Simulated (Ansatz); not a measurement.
Consider the redistribution: `C[Si](F)(S)Cl` + `C[O][Ga]([Cl])[Cl]` → `F[Si](S)(Cl)Cl` + `C[O][Ga]([CH3])[Cl]`.

Isolated molecules relaxed with PBE0-D4/def2-TZVP in Ansatz; ΔE leaves out vibrations. CCSD(T)/CBS is the MP2 limit (def2-TZVPP, def2-QZVPP) plus CCSD(T) − MP2 in def2-TZVPP, frozen cores. This one scheme is used for every species. Functionals use def2-TZVPP. For Ga outer-core shells are correlated without core-valence functions, which leaves a few kJ/mol of doubt a bond. Scalar relativity is left out up to krypton. Each species was taken in one conformer, which may not be the lowest.

`C[Si](F)(S)Cl`:

```xyz
9

C     0.724    0.629    0.710
Si   -0.402   -0.623   -0.042
F     0.475   -1.895   -0.431
S    -1.483    0.057   -1.730
Cl   -1.819   -1.237    1.291
H     1.237    0.198    1.572
H     1.476    0.949   -0.016
H     0.159    1.503    1.035
H    -0.367    0.419   -2.389
```

`C[O][Ga]([Cl])[Cl]`:

Z-matrix (Å, degrees):
```
C
O 1 1.412
H 1 1.095 2 113.2
H 1 1.094 2 109.2 3 120.7
H 1 1.094 2 109.3 3 -120.8
Ga 2 1.758 1 123.5 3 1.1
Cl 6 2.110 2 118.8 1 179.9
Cl 6 2.124 2 120.4 1 -0.2
```

`F[Si](S)(Cl)Cl`:

Z-matrix (Å, degrees):
```
Si
S 1 2.099
Cl 1 2.021 2 107.3
F 1 1.581 2 111.6 3 -118.5
Cl 1 2.027 2 112.9 3 122.3
H 2 1.346 1 92.8 3 -175.8
```

`C[O][Ga]([CH3])[Cl]`:

```xyz
11

C     1.000   -0.289    1.632
O     1.292   -0.762    0.342
Ga    0.268   -0.406   -1.065
C    -1.366    0.656   -1.025
Cl    1.052   -1.297   -2.844
H     0.882   -1.134    2.320
H     1.824    0.332    1.997
H     0.081    0.312    1.683
H    -1.136    1.683   -0.734
H    -1.831    0.661   -2.010
H    -2.067    0.244   -0.297
```

| level | ΔE (eV) |
| --- | --- |
| CAM-B3LYP-D4 | 0.33 |
| revPBE | 0.29 |
| r2SCAN | 0.32 |
| SCS-MP2/def2-TZVPP | 0.33 |

What does CCSD(T)/CBS give? (Best estimate.)

The calculation gave: +0.28 eV. The listed levels differ from it by 0.05, 0.01, 0.04, 0.05 eV.

Largest T1 diagnostic among the species: 0.013.

At CCSD(T), def2-SVP lies +0.19 eV from the extrapolated value and def2-TZVPP +0.06 eV. In def2-TZVPP, CCSD(T) changes the Hartree–Fock value by −0.15 eV (the triples alone add −0.01 eV) and MP2 by −0.18 eV. From PBE to PBE0 (25 % exact exchange), in def2-TZVPP and without D4, ΔE moves by +0.04 eV.
